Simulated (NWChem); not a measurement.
Species: CH5FSn; SMILES [F][SnH2][CH3]

def2 effective core potentials on Sn; no spin-orbit coupling.

Q: Give the equilibrium geometry at PBE0/def2-SVP with def2 effective core potentials on Sn (NWChem) as an XYZ file, with the point group.

A: point group C1; any orientation.
```
8

Sn     0.2656     0.0899     0.0000
C     -0.9313    -1.6807    -0.0004
F     -0.9975     1.5744    -0.0008
H      1.1870     0.3073     1.4296
H      1.1900     0.3078    -1.4274
H     -1.5372    -1.7175    -0.9160
H     -0.2876    -2.5711     0.0423
H     -1.5966    -1.6750     0.8739
```
